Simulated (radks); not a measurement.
Values are calculated unless marked as measured or tabulated.
Task: These are the eigenvalues of the occupied orbitals of an atom or ion with whole-number occupations (eV). Level of theory: non-relativistic Kohn-Sham, LB94 model potential, spin-unpolarised, spherical densities, point nucleus (a radial shooting solver on a logarithmic mesh with Libxc functionals).

orbital  eigenvalue
1s        -4002.164
2s        -446.3266
2p        -370.4435
3s         -68.7027
3p         -50.3570

Which element is it, and in what charge state? The configuration may be excited.

Result: Z = 20, calcium, charge +2: Ca2+ in [Ar]. The list shows which subshells hold electrons but not how many an open one holds; the 1s level, -147.08 hartree, gives Z - s = 17.2 by -(Z - s)^2/2, which with screening narrows Z to a few neighbours, and the depths of the outer levels then fix element, charge and occupations together.
